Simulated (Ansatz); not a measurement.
This geometry of BCl2F + H2 (6 atoms, charge 0, multiplicity 1) is a first-order saddle point.

These are results of RKS revPBE-D4/def2-SVP in Ansatz, not measurements.

```xyz
6
Properties=species:S:1:pos:R:3
B 0.015 -0.300 -0.030
F 0.017 0.079 1.582
Cl 1.548 0.188 -0.780
Cl -1.543 0.133 -0.763
H 0.040 -1.587 0.326
H 0.035 -1.038 1.260
```

Task: Which two structures does it join? (They come from a converged band through this point; their orientation in space is the band's.)

Result: Bonds broken: B1–F2, H5–H6. Bonds formed: B1–H5, F2–H6. BCl2F + H2 becomes BCl2H + FH.

First end point:

```xyz
6
Properties=species:S:1:pos:R:3
B -0.007 0.523 -0.076
F -0.009 0.831 1.216
Cl 1.528 0.352 -0.919
Cl -1.539 0.298 -0.911
H 0.075 -2.447 0.805
H 0.063 -2.083 1.479
```

Last end point:

```xyz
6
Properties=species:S:1:pos:R:3
B 0.017 -0.488 -0.515
F 0.016 -0.015 2.026
Cl 1.526 0.306 -0.932
Cl -1.528 0.239 -0.920
H 0.044 -1.618 -0.076
H 0.037 -0.950 2.010
```

Task: How far does it lie above each of them?

Result: 1.86 eV above the first and 0.54 eV above the second. This is the barrier of this one path; another mechanism may lie lower. The orbitals stay closed-shell, which can raise the energy where a bond breaks towards radicals; this wasn't checked here.

Run time: 4.5 min on 1 thread of Arm Neoverse V2, with other jobs on the host, peak memory 0.12 GiB.
